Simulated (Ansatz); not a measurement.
# Nudged elastic band run: BClH4O2

input.yaml

```yaml
crystal:
  periodic: [false, false, false]
  atoms:
    - { symbol: B, position_ang: [0.023838, -0.075906, 0.091559] }
    - { symbol: Cl, position_ang: [0.040976, -0.789407, 1.794214] }
    - { symbol: H, position_ang: [1.078188, 0.057302, -0.456928] }
    - { symbol: O, position_ang: [-1.102558, -0.29657, -0.66568] }
    - { symbol: H, position_ang: [-1.813228, -0.701988, -0.148653] }
    - { symbol: O, position_ang: [-0.207008, 1.827647, 0.58997] }
    - { symbol: H, position_ang: [-1.04328, 2.043971, 0.143812] }
    - { symbol: H, position_ang: [-0.423327, 1.803953, 1.538107] }
basis:
  gaussian: { orbitals: cc-pVDZ }
hamiltonian:
  xc: b3lyp
  dispersion: d4
neb:
  order_check: false
  images: 9
  f_tol: 0.05
  max_iterations: 60
  spring: 0.5
  final_atoms:
    - { symbol: B, position_ang: [-0.5786338, 0.04067754, -0.28413292] }
    - { symbol: Cl, position_ang: [1.19736978, 1.25832945, 3.23824007] }
    - { symbol: H, position_ang: [0.23238576, -0.83693135, -0.15002659] }
    - { symbol: O, position_ang: [-1.47558143, 0.11547376, -1.30475158] }
    - { symbol: H, position_ang: [-1.40248703, -0.61765541, -1.92913955] }
    - { symbol: O, position_ang: [-0.59463952, 1.03283508, 0.66264902] }
    - { symbol: H, position_ang: [-1.2728037, 1.70565895, 0.49209851] }
    - { symbol: H, position_ang: [0.44799094, 1.17061397, 2.16146405] }
  initial_path:
    images:
      - { positions_ang: [[0.023838, -0.075906, 0.091559], [0.040976, -0.789407, 1.794214], [1.078188, 0.057302, -0.456928], [-1.102558, -0.29657, -0.66568], [-1.813228, -0.701988, -0.148653], [-0.207008, 1.827647, 0.58997], [-1.04328, 2.043971, 0.143812], [-0.423327, 1.803953, 1.538107]] }
      - { positions_ang: [[0.01867663, -0.06233898, 0.07498073], [0.02910081, -0.6281857, 1.87906475], [1.06912628, 0.04094205, -0.48124387], [-1.12559396, -0.23813803, -0.67363941], [-1.79799018, -0.73036154, -0.21720436], [-0.20650552, 1.78380258, 0.57763414], [-1.06232786, 2.01921301, 0.17581595], [-0.37088519, 1.68406861, 1.55099307]] }
      - { positions_ang: [[0.01351525, -0.04877197, 0.05840247], [0.01722563, -0.46696439, 1.96391551], [1.06006455, 0.02458211, -0.50555974], [-1.14862993, -0.17970606, -0.68159882], [-1.78275237, -0.75873508, -0.28575573], [-0.20600304, 1.73995815, 0.56529827], [-1.08137573, 1.99445503, 0.2078199], [-0.31844338, 1.56418422, 1.56387914]] }
      - { positions_ang: [[0.00835388, -0.03520495, 0.0418242], [0.00535044, -0.30574309, 2.04876626], [1.05100283, 0.00822216, -0.52987562], [-1.17166589, -0.12127409, -0.68955822], [-1.76751455, -0.78710862, -0.35430709], [-0.20550055, 1.69611373, 0.55296241], [-1.10042359, 1.96969704, 0.23982386], [-0.26600156, 1.44429982, 1.5767652]] }
      - { positions_ang: [[0.00319251, -0.02163794, 0.02524594], [-0.00652474, -0.14452179, 2.13361701], [1.0419411, -0.00813779, -0.55419149], [-1.19470185, -0.06284212, -0.69751763], [-1.75227674, -0.81548216, -0.42285845], [-0.20499807, 1.6522693, 0.54062654], [-1.11947145, 1.94493906, 0.27182781], [-0.21355975, 1.32441543, 1.58965127]] }
      - { positions_ang: [[-0.00196887, -0.00807092, 0.00866767], [-0.01839993, 0.01669952, 2.21846777], [1.03287938, -0.02449773, -0.57850736], [-1.21773782, -0.00441015, -0.70547704], [-1.73703892, -0.8438557, -0.49140982], [-0.20449559, 1.60842488, 0.52829068], [-1.13851931, 1.92018107, 0.30383176], [-0.16111794, 1.20453104, 1.60253734]] }
      - { positions_ang: [[-0.11730185, 0.00167877, -0.04989244], [0.22475401, 0.2650255, 2.42242223], [0.87278065, -0.18698446, -0.49281121], [-1.26930654, 0.01956663, -0.82533195], [-1.67012854, -0.79861564, -0.77895576], [-0.28252438, 1.49330692, 0.55516235], [-1.16537619, 1.87727665, 0.34148511], [-0.03929616, 1.19774763, 1.71432268]] }
      - { positions_ang: [[-0.23263484, 0.01142847, -0.10845256], [0.46790796, 0.51335149, 2.62637669], [0.71268193, -0.34947118, -0.40711505], [-1.32087526, 0.04354341, -0.94518686], [-1.60321816, -0.75337558, -1.06650171], [-0.36055316, 1.37818896, 0.58203402], [-1.19223307, 1.83437222, 0.37913846], [0.08252561, 1.19096421, 1.82610802]] }
      - { positions_ang: [[-0.34796783, 0.02117816, -0.16701268], [0.7110619, 0.76167747, 2.83033115], [0.55258321, -0.5119579, -0.3214189], [-1.37244398, 0.06752019, -1.06504177], [-1.53630778, -0.70813552, -1.35404765], [-0.43858195, 1.263071, 0.60890568], [-1.21908995, 1.7914678, 0.41679181], [0.20434739, 1.1841808, 1.93789337]] }
      - { positions_ang: [[-0.46330082, 0.03092785, -0.2255728], [0.95421584, 1.01000346, 3.03428561], [0.39248448, -0.67444463, -0.23572275], [-1.4240127, 0.09149698, -1.18489668], [-1.46939741, -0.66289546, -1.6415936], [-0.51661074, 1.14795304, 0.63577735], [-1.24594683, 1.74856338, 0.45444516], [0.32616916, 1.17739738, 2.04967871]] }
      - { positions_ang: [[-0.5786338, 0.04067754, -0.28413292], [1.19736978, 1.25832945, 3.23824007], [0.23238576, -0.83693135, -0.15002659], [-1.47558143, 0.11547376, -1.30475158], [-1.40248703, -0.61765541, -1.92913955], [-0.59463952, 1.03283508, 0.66264902], [-1.2728037, 1.70565895, 0.49209851], [0.44799094, 1.17061397, 2.16146405]] }
```

Launched with:

```bash
$ ansatz run input.yaml --threads 1 --pin off --max-ram 2048MiB --backend cpu --events-out ev --progress --plain --runs-dir out
```

Output, in part (warnings, iteration lines, the closing report on the highest movable image, with atoms numbered from 0):

```
NEB end point (image 0): max|allowed force component| = 1.384e-2 eV/Å (the criterion of neb.relax_end_points is 1.000e-2)
NEB end point (image 10): max|allowed force component| = 1.619e-2 eV/Å (the criterion of neb.relax_end_points is 1.000e-2)
NEB iter   1: max|band force component| = 1.018e1 eV/Å  barrier→ = 3.4604 eV  barrier← = 4.0471 eV  Δτ_max = 0.2000 Å  (274 SCF iters)
NEB iter   2: max|band force component| = 3.996e0 eV/Å  barrier→ = 1.0385 eV  barrier← = 1.6251 eV  Δτ_max = 0.1983 Å  (302 SCF iters)
NEB iter   3: max|band force component| = 1.908e0 eV/Å  barrier→ = 0.6397 eV  barrier← = 1.2264 eV  Δτ_max = 0.1969 Å  (279 SCF iters)
NEB iter   4: max|band force component| = 1.105e0 eV/Å  barrier→ = 0.4777 eV  barrier← = 1.0644 eV  Δτ_max = 0.1983 Å  (262 SCF iters)
NEB iter   5: max|band force component| = 9.926e-1 eV/Å  barrier→ = 0.4418 eV  barrier← = 1.0285 eV  Δτ_max = 0.1997 Å  (261 SCF iters)
NEB iter   6: max|band force component| = 7.484e-1 eV/Å  barrier→ = 0.3667 eV  barrier← = 0.9534 eV  Δτ_max = 0.1782 Å  (255 SCF iters)
NEB iter   7: max|band force component| = 1.256e0 eV/Å  barrier→ = 0.4440 eV  barrier← = 1.0307 eV  Δτ_max = 0.0914 Å  (254 SCF iters)
NEB iter   8: max|band force component| = 1.189e0 eV/Å  barrier→ = 0.4287 eV  barrier← = 1.0154 eV  Δτ_max = 0.0916 Å  (260 SCF iters)
NEB iter   9: max|band force component| = 8.390e-1 eV/Å  barrier→ = 0.4182 eV  barrier← = 1.0049 eV  Δτ_max = 0.0909 Å  (264 SCF iters)
NEB iter  10: max|band force component| = 1.299e0 eV/Å  barrier→ = 0.4264 eV  barrier← = 1.0131 eV  Δτ_max = 0.0456 Å  (259 SCF iters)
NEB iter  11: max|band force component| = 4.013e-1 eV/Å  barrier→ = 0.3872 eV  barrier← = 0.9739 eV  CI = image 4  Δτ_max = 0.0905 Å  (249 SCF iters)
NEB iter  12: max|band force component| = 4.458e-1 eV/Å  barrier→ = 0.4164 eV  barrier← = 1.0030 eV  CI = image 4  Δτ_max = 0.0457 Å  (244 SCF iters)
NEB iter  13: max|band force component| = 1.658e-1 eV/Å  barrier→ = 0.4047 eV  barrier← = 0.9914 eV  CI = image 4  Δτ_max = 0.0905 Å  (228 SCF iters)
NEB iter  14: max|band force component| = 9.911e-2 eV/Å  barrier→ = 0.4045 eV  barrier← = 0.9912 eV  CI = image 4  Δτ_max = 0.0590 Å  (234 SCF iters)
NEB iter  15: max|band force component| = 5.663e-2 eV/Å  barrier→ = 0.4043 eV  barrier← = 0.9910 eV  CI = image 4  Δτ_max = 0.0283 Å  (224 SCF iters)
NEB iter  16: max|band force component| = 3.806e-2 eV/Å  barrier→ = 0.4042 eV  barrier← = 0.9909 eV  CI = image 4  Δτ_max = 0.0000 Å  (442 SCF iters)
Total energy: -17361.31759649 eV, -638.0166537473 hartree
Atom 0 at    -0.186494     0.243748    -0.018408 Å, force     0.001382    -0.002557    -0.000830 eV/Å
Atom 1 at     0.053291    -0.153297     2.296061 Å, force     0.000170     0.000635    -0.001415 eV/Å
Atom 2 at     0.864301    -0.182209    -0.389079 Å, force     0.002478     0.002359    -0.002268 eV/Å
Atom 3 at    -1.422448    -0.111659    -0.453577 Å, force    -0.002224     0.003061    -0.001473 eV/Å
Atom 4 at    -1.448275    -0.989835    -0.855162 Å, force    -0.000384    -0.000354     0.001928 eV/Å
Atom 5 at    -0.179764     1.694256     0.435788 Å, force    -0.005244    -0.008548     0.003162 eV/Å
Atom 6 at    -1.090819     2.039544     0.385459 Å, force     0.002625     0.001420    -0.004196 eV/Å
Atom 7 at    -0.036192     1.328455     1.485319 Å, force     0.001197     0.003984     0.005090 eV/Å
Dipole moment:    -0.359686     0.317455    -0.665944 e Å
```

The forces met the threshold. Another band between the same ends (9 images) ends at a top of the same energy, where a vibrational analysis finds 1 clearly imaginary mode. The orbitals stay closed-shell, which can raise the energy where a bond breaks towards radicals; this wasn't checked here.

Final band (atoms are numbered from 1 in the order of the input):

```csv
image,path coordinate (Å),energy (eV),B1–Cl2 (Å),O6–H8 (Å),B1–O6 (Å)
0,0.00,0.00,1.85,0.97,1.98
1,0.61,0.09,1.88,0.98,1.72
2,1.22,0.09,1.88,0.98,1.69
3,1.82,0.09,1.94,0.99,1.68
4,2.43,0.40,2.36,1.12,1.52
5,3.05,-0.30,2.86,1.67,1.39
6,3.66,-0.51,3.39,1.90,1.38
7,4.28,-0.55,3.68,1.88,1.37
8,4.89,-0.57,3.89,1.85,1.37
9,5.51,-0.58,4.05,1.83,1.37
10,6.12,-0.59,4.13,1.83,1.37
```

Time of the run: 7.1 min on 1 thread of Arm Neoverse V1, with other jobs on the host, peak memory 0.16 GiB.
